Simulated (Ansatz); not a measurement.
Born–Oppenheimer molecular dynamics of AlF₂H₄N (8 atoms, charge 0, multiplicity 1). It starts at the highest image of a converged band, a first-order saddle point between two minima.

These are results of RKS PBE-D4/def2-mTZVP (Ansatz 0.2.0), not measurements.

```yaml
ensemble: NVE (velocity Verlet)
time_step: 0.5 fs
steps_asked: 200
starting_velocities_drawn_for: 300 K
seed: 3802
```

Frames 1 fs apart, positions in Å, forces in eV/Å.

Velocities at 85 fs (Å/ps):

```
Al -2.86 1.49 -2.66
N 7.49 -4.85 -2.25
H 21.30 0.33 -5.02
H 13.21 -16.75 -6.55
F -3.80 -0.45 10.93
F 0.20 -0.63 -0.70
H 5.64 22.23 -33.37
H 0.36 41.93 -45.25
```

```xyz
8
Properties=species:S:1:pos:R:3:forces:R:3 time_fs=85 energy_less_start_eV=-0.322 T=715
Al 0.016 -0.121 0.296 -0.82 0.54 -0.10
N -0.008 -0.272 2.024 0.36 0.19 0.97
H -0.865 -0.042 2.537 0.32 -0.21 0.07
H 0.835 0.037 2.531 -0.55 -0.27 0.03
F 1.309 0.385 -0.535 1.42 0.07 -0.65
F -1.376 0.031 -0.561 -0.73 -0.32 -0.32
H -0.034 4.063 -1.736 -0.07 0.13 0.12
H -0.323 4.613 -1.306 0.07 -0.14 -0.11
8
Properties=species:S:1:pos:R:3:forces:R:3 time_fs=86 energy_less_start_eV=-0.311 T=702
Al 0.013 -0.119 0.293 -0.90 0.43 0.14
N -0.001 -0.277 2.022 0.65 0.04 0.61
H -0.843 -0.042 2.533 -0.13 -0.10 0.35
H 0.846 0.019 2.525 -0.43 -0.22 0.09
F 1.305 0.384 -0.524 1.65 0.16 -0.81
F -1.376 0.030 -0.562 -0.83 -0.31 -0.37
H -0.029 4.086 -1.769 -0.16 0.31 0.24
H -0.323 4.654 -1.352 0.16 -0.32 -0.23
8
Properties=species:S:1:pos:R:3:forces:R:3 time_fs=87 energy_less_start_eV=-0.300 T=687
Al 0.009 -0.117 0.291 -0.97 0.34 0.37
N 0.007 -0.281 2.021 0.73 -0.14 0.21
H -0.821 -0.044 2.532 -0.51 -0.01 0.59
H 0.853 -0.001 2.519 -0.17 -0.13 0.21
F 1.303 0.384 -0.514 1.84 0.24 -0.95
F -1.376 0.029 -0.563 -0.92 -0.29 -0.42
H -0.025 4.112 -1.800 -0.17 0.32 0.23
H -0.320 4.692 -1.400 0.17 -0.33 -0.23
8
Properties=species:S:1:pos:R:3:forces:R:3 time_fs=88 energy_less_start_eV=-0.294 T=679
Al 0.005 -0.115 0.288 -1.00 0.26 0.58
N 0.016 -0.286 2.019 0.49 -0.25 -0.04
H -0.805 -0.045 2.536 -0.63 0.00 0.65
H 0.858 -0.022 2.516 0.15 -0.04 0.35
F 1.301 0.384 -0.504 1.99 0.31 -1.07
F -1.377 0.028 -0.564 -1.00 -0.27 -0.47
H -0.023 4.141 -1.828 -0.08 0.15 0.11
H -0.316 4.727 -1.450 0.08 -0.16 -0.10
8
Properties=species:S:1:pos:R:3:forces:R:3 time_fs=89 energy_less_start_eV=-0.293 T=678
Al 0.002 -0.114 0.286 -1.00 0.19 0.77
N 0.025 -0.291 2.018 0.01 -0.23 -0.03
H -0.794 -0.047 2.547 -0.43 -0.07 0.49
H 0.864 -0.044 2.516 0.39 0.02 0.44
F 1.300 0.384 -0.494 2.10 0.36 -1.16
F -1.378 0.027 -0.566 -1.07 -0.26 -0.51
H -0.022 4.171 -1.855 0.06 -0.12 -0.06
H -0.312 4.761 -1.501 -0.05 0.11 0.07
8
Properties=species:S:1:pos:R:3:forces:R:3 time_fs=90 energy_less_start_eV=-0.296 T=682
Al -0.003 -0.111 0.284 -0.96 0.16 0.92
N 0.034 -0.296 2.017 -0.46 -0.11 0.23
H -0.788 -0.049 2.562 -0.03 -0.20 0.20
H 0.874 -0.065 2.520 0.42 0.02 0.40
F 1.301 0.384 -0.486 2.16 0.39 -1.21
F -1.380 0.026 -0.567 -1.13 -0.25 -0.55
H -0.020 4.200 -1.883 0.15 -0.32 -0.17
H -0.307 4.795 -1.552 -0.15 0.31 0.17
8
Properties=species:S:1:pos:R:3:forces:R:3 time_fs=91 energy_less_start_eV=-0.301 T=689
Al -0.008 -0.109 0.282 -0.87 0.14 1.04
N 0.042 -0.301 2.015 -0.70 0.06 0.63
H -0.782 -0.054 2.579 0.35 -0.33 -0.10
H 0.888 -0.087 2.527 0.24 -0.03 0.23
F 1.302 0.384 -0.478 2.15 0.40 -1.23
F -1.383 0.024 -0.569 -1.18 -0.23 -0.57
H -0.017 4.226 -1.912 0.14 -0.30 -0.15
H -0.305 4.833 -1.601 -0.14 0.29 0.15
8
Properties=species:S:1:pos:R:3:forces:R:3 time_fs=92 energy_less_start_eV=-0.308 T=698
Al -0.013 -0.107 0.281 -0.73 0.14 1.11
N 0.051 -0.307 2.015 -0.66 0.21 1.00
H -0.772 -0.061 2.595 0.56 -0.40 -0.30
H 0.904 -0.109 2.537 -0.05 -0.10 -0.02
F 1.305 0.385 -0.470 2.09 0.38 -1.21
F -1.386 0.023 -0.572 -1.21 -0.22 -0.59
H -0.012 4.250 -1.943 0.03 -0.07 -0.02
H -0.303 4.873 -1.649 -0.03 0.06 0.03
8
Properties=species:S:1:pos:R:3:forces:R:3 time_fs=93 energy_less_start_eV=-0.317 T=709
Al -0.018 -0.105 0.280 -0.56 0.16 1.16
N 0.058 -0.312 2.014 -0.43 0.27 1.20
H -0.757 -0.072 2.608 0.55 -0.41 -0.35
H 0.920 -0.131 2.547 -0.32 -0.15 -0.26
F 1.308 0.385 -0.463 1.97 0.35 -1.17
F -1.390 0.021 -0.574 -1.21 -0.21 -0.59
H -0.007 4.272 -1.974 -0.10 0.22 0.10
H -0.302 4.914 -1.696 0.10 -0.23 -0.10
8
Properties=species:S:1:pos:R:3:forces:R:3 time_fs=94 energy_less_start_eV=-0.332 T=728
Al -0.024 -0.103 0.280 -0.36 0.20 1.17
N 0.066 -0.317 2.015 -0.12 0.24 1.15
H -0.738 -0.087 2.619 0.32 -0.35 -0.23
H 0.932 -0.155 2.554 -0.45 -0.17 -0.41
F 1.313 0.386 -0.457 1.80 0.30 -1.09
F -1.394 0.019 -0.577 -1.20 -0.21 -0.58
H -0.003 4.297 -2.004 -0.17 0.38 0.16
H -0.300 4.952 -1.744 0.18 -0.39 -0.15
8
Properties=species:S:1:pos:R:3:forces:R:3 time_fs=95 energy_less_start_eV=-0.353 T=756
Al -0.029 -0.101 0.280 -0.14 0.24 1.16
N 0.073 -0.321 2.017 0.15 0.13 0.84
H -0.715 -0.106 2.627 -0.07 -0.26 0.01
H 0.941 -0.181 2.557 -0.38 -0.14 -0.45
F 1.319 0.387 -0.451 1.59 0.24 -1.00
F -1.399 0.017 -0.580 -1.16 -0.20 -0.56
H -0.001 4.325 -2.032 -0.15 0.34 0.13
H -0.296 4.987 -1.794 0.15 -0.35 -0.12
8
Properties=species:S:1:pos:R:3:forces:R:3 time_fs=96 energy_less_start_eV=-0.374 T=782
Al -0.035 -0.098 0.280 0.08 0.28 1.12
N 0.080 -0.326 2.019 0.27 0.01 0.38
H -0.693 -0.127 2.635 -0.47 -0.17 0.27
H 0.946 -0.208 2.556 -0.14 -0.10 -0.37
F 1.325 0.389 -0.446 1.35 0.17 -0.89
F -1.404 0.015 -0.584 -1.09 -0.19 -0.52
H 0.000 4.357 -2.060 -0.05 0.10 0.04
H -0.291 5.019 -1.845 0.05 -0.11 -0.04
```

Of the whole run (100 fs, mean temperature of the second half 748 K): The conserved energy stayed within 0.059 meV per atom of its start (net change 0.0042 meV per atom), so the integration is sound. The kinetic energy rose, since the run started high on the potential surface and went downhill. It ends in pieces (AlF2H2N + H2), so much of that is their flight and rotation, not heat. A run of 0.1 ps of so small a system gives no equilibrium averages. The orbitals stay closed-shell, which can raise the energy where a bond breaks towards radicals; this wasn't checked here.

Time of the run: 4.1 min on 2 threads of Arm Neoverse V2, with other jobs on the host, peak memory 0.15 GiB.
